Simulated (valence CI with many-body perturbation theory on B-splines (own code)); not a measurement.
C: electric-dipole lines

Computed by valence CI with perturbative core correlation (CI+MBPT): four valence electrons over a frozen Dirac-Fock core [He], radial functions for each j: 11 s, 11 p, 9 d, 7 f, 5 g, 2 h, 1 i, with the one-electron correlation potential Σ1 (screened to all orders), the two-electron term Σ2, the three-electron term Σ3, Breit, model QED; selected single and double excitations, second order for the rest, scaled by the run's own slope (own B-spline code, finite nucleus).

Set against measurement, 36 paired levels are off by 37 cm⁻¹ on average, the worst by 83. These come from a selection out of the NIST Handbook of Basic Atomic Spectroscopic Data. Levels without a partner in it may be off by more. Among the levels kept, up to 900 cm⁻¹ of a level comes from second order outside the variational space, and about a tenth of that is noise between levels of different J, which matters for small intervals.

Lines 1 to 50 of 248 in falling wavelength, among levels below 10.701 eV, chosen from the strongest by gf and those to the six lowest levels. Wavelengths and rates use the calculated energies, so an error of 40 cm⁻¹ moves a line at 4781 nm by 1.9 % and its rate by three times that or more. Electric multipoles are in the length gauge, E1 and E2 with the static RPA response of the core. Weak lines are less certain than strong ones. Lines between different terms over intervals too small for the method are left out, as are lines whose strength nearly cancels. Where a level lies close to another of its J and parity, the split of strength between their lines is uncertain.

Names give the largest LS component (configuration and term), which can be under half, so a name can repeat, a term be missing and a line seem to break the LS rules; names also repeat where a configuration has a term twice.

| λ vac (nm) | Upper | Lower | A (s⁻¹) | S (a.u.) with core polarisation | S without |
| --- | --- | --- | --- | --- | --- |
| 4781 | 2s2 2p 5s 1P°_1 | 2s2 2p 4p 1D_2 | 1.50e+06 | 2.43e+02 | 2.43e+02 |
| 4598 | 2s2 2p 4d 1F°_3 | 2s2 2p 4p 1D_2 | 2.36e+06 | 7.93e+02 | 7.93e+02 |
| 4472 | 2s2 2p 4p 1P_1 | 2s2 2p 4s 1P°_1 | 7.25e+05 | 9.61e+01 | 9.61e+01 |
| 4092 | 2s2 2p 5s 3P°_2 | 2s2 2p 4p 3P_2 | 4.67e+05 | 7.89e+01 | 7.89e+01 |
| 3996 | 2s2 2p 4p 3D_3 | 2s2 2p 3d 3D°_3 | 2.18e+05 | 4.81e+01 | 4.81e+01 |
| 3993 | 2s2 2p 4d 3D°_1 | 2s2 2p 4p 3P_1 | 7.98e+05 | 7.53e+01 | 7.53e+01 |
| 3982 | 2s2 2p 4d 3D°_2 | 2s2 2p 4p 3P_2 | 3.43e+05 | 5.34e+01 | 5.34e+01 |
| 3970 | 2s2 2p 4d 3D°_3 | 2s2 2p 4p 3P_2 | 2.25e+06 | 4.87e+02 | 4.87e+02 |
| 3960 | 2s2 2p 4d 3D°_1 | 2s2 2p 4p 3P_0 | 1.39e+06 | 1.28e+02 | 1.28e+02 |
| 3959 | 2s2 2p 4d 3D°_2 | 2s2 2p 4p 3P_1 | 2.03e+06 | 3.11e+02 | 3.11e+02 |
| 3894 | 2s2 2p 4p 3D_3 | 2s2 2p 3d 3F°_4 | 9.88e+05 | 2.02e+02 | 2.02e+02 |
| 3891 | 2s2 2p 4p 3D_1 | 2s2 2p 3d 3F°_2 | 1.12e+06 | 9.75e+01 | 9.75e+01 |
| 3889 | 2s2 2p 4p 3D_2 | 2s2 2p 3d 3F°_3 | 1.00e+06 | 1.45e+02 | 1.45e+02 |
| 3802 | 2s2 2p 5s 3P°_0 | 2s2 2p 4p 3S_1 | 1.31e+06 | 3.56e+01 | 3.56e+01 |
| 3781 | 2s2 2p 5s 3P°_1 | 2s2 2p 4p 3S_1 | 1.26e+06 | 1.01e+02 | 1.01e+02 |
| 3770 | 2s2 2p 4p 3D_2 | 2s2 2p 4s 3P°_2 | 4.36e+05 | 5.77e+01 | 5.77e+01 |
| 3748 | 2s2 2p 4p 3D_1 | 2s2 2p 4s 3P°_1 | 7.35e+05 | 5.73e+01 | 5.73e+01 |
| 3734 | 2s2 2p 5s 3P°_2 | 2s2 2p 4p 3S_1 | 1.34e+06 | 1.72e+02 | 1.72e+02 |
| 3730 | 2s2 2p 4p 3D_3 | 2s2 2p 4s 3P°_2 | 1.85e+06 | 3.32e+02 | 3.32e+02 |
| 3726 | 2s2 2p 4p 3D_2 | 2s2 2p 4s 3P°_1 | 1.45e+06 | 1.85e+02 | 1.85e+02 |
| 3723 | 2s2 2p 4p 3D_1 | 2s2 2p 4s 3P°_0 | 1.10e+06 | 8.42e+01 | 8.42e+01 |
| 3585 | 2s2 2p 4d 3P°_2 | 2s2 2p 4p 3P_2 | 2.23e+06 | 2.54e+02 | 2.54e+02 |
| 3572 | 2s2 2p 4d 3P°_1 | 2s2 2p 4p 3P_2 | 1.09e+06 | 7.33e+01 | 7.33e+01 |
| 3566 | 2s2 2p 4d 3P°_2 | 2s2 2p 4p 3P_1 | 3.45e+05 | 3.86e+01 | 3.86e+01 |
| 3557 | 2s2 2p 4d 3P°_0 | 2s2 2p 4p 3P_1 | 2.92e+06 | 6.49e+01 | 6.49e+01 |
| 3553 | 2s2 2p 4d 3P°_1 | 2s2 2p 4p 3P_1 | 9.69e+05 | 6.43e+01 | 6.43e+01 |
| 3526 | 2s2 2p 4d 3P°_1 | 2s2 2p 4p 3P_0 | 7.44e+05 | 4.83e+01 | 4.83e+01 |
| 3480 | 2s2 2p 4p 1P_1 | 2s2 2p 3d 1D°_2 | 1.13e+06 | 7.07e+01 | 7.07e+01 |
| 3397 | 2s2 2p 5s 3P°_1 | 2s2 2p 4p 3D_2 | 1.98e+06 | 1.15e+02 | 1.15e+02 |
| 3395 | 2s2 2p 5s 3P°_0 | 2s2 2p 4p 3D_1 | 2.86e+06 | 5.51e+01 | 5.51e+01 |
| 3392 | 2s2 2p 5s 3P°_2 | 2s2 2p 4p 3D_3 | 2.00e+06 | 1.93e+02 | 1.93e+02 |
| 3390 | 2s2 2p 4d 1D°_2 | 2s2 2p 4p 1P_1 | 3.33e+06 | 3.20e+02 | 3.20e+02 |
| 3388 | 2s2 2p 4p 3S_1 | 2s2 2p 4s 3P°_2 | 2.11e+06 | 1.22e+02 | 1.22e+02 |
| 3383 | 2s2 2p 4d 3F°_2 | 2s2 2p 4p 3D_2 | 3.56e+05 | 3.40e+01 | 3.40e+01 |
| 3378 | 2s2 2p 5s 3P°_1 | 2s2 2p 4p 3D_1 | 6.96e+05 | 3.97e+01 | 3.97e+01 |
| 3371 | 2s2 2p 4d 3F°_3 | 2s2 2p 4p 3D_2 | 4.09e+06 | 5.41e+02 | 5.41e+02 |
| 3365 | 2s2 2p 4d 3F°_2 | 2s2 2p 4p 3D_1 | 4.03e+06 | 3.79e+02 | 3.79e+02 |
| 3362 | 2s2 2p 4d 3F°_4 | 2s2 2p 4p 3D_3 | 4.56e+06 | 7.70e+02 | 7.70e+02 |
| 3359 | 2s2 2p 5s 3P°_2 | 2s2 2p 4p 3D_2 | 6.66e+05 | 6.22e+01 | 6.22e+01 |
| 3352 | 2s2 2p 4p 3S_1 | 2s2 2p 4s 3P°_1 | 1.59e+06 | 8.85e+01 | 8.85e+01 |
| 3333 | 2s2 2p 4p 3P_1 | 2s2 2p 3d 3D°_2 | 1.10e+06 | 6.06e+01 | 6.06e+01 |
| 3332 | 2s2 2p 4p 3S_1 | 2s2 2p 4s 3P°_0 | 5.86e+05 | 3.21e+01 | 3.21e+01 |
| 3325 | 2s2 2p 4p 3P_2 | 2s2 2p 3d 3D°_3 | 1.07e+06 | 9.70e+01 | 9.70e+01 |
| 3316 | 2s2 2p 4d 3D°_2 | 2s2 2p 4p 3D_3 | 5.14e+05 | 4.62e+01 | 4.62e+01 |
| 3307 | 2s2 2p 4d 3P°_2 | 2s2 2p 4p 3S_1 | 1.64e+06 | 1.46e+02 | 1.46e+02 |
| 3307 | 2s2 2p 4d 3D°_3 | 2s2 2p 4p 3D_3 | 1.41e+06 | 1.76e+02 | 1.76e+02 |
| 3296 | 2s2 2p 4d 3P°_1 | 2s2 2p 4p 3S_1 | 1.39e+06 | 7.37e+01 | 7.37e+01 |
| 3291 | 2s2 2p 4p 1D_2 | 2s2 2p 3d 1P°_1 | 3.34e+05 | 2.93e+01 | 2.93e+01 |
| 3291 | 2s2 2p 4d 3D°_1 | 2s2 2p 4p 3D_1 | 6.96e+05 | 3.67e+01 | 3.67e+01 |
| 3285 | 2s2 2p 4d 3D°_2 | 2s2 2p 4p 3D_2 | 8.10e+05 | 7.09e+01 | 7.09e+01 |
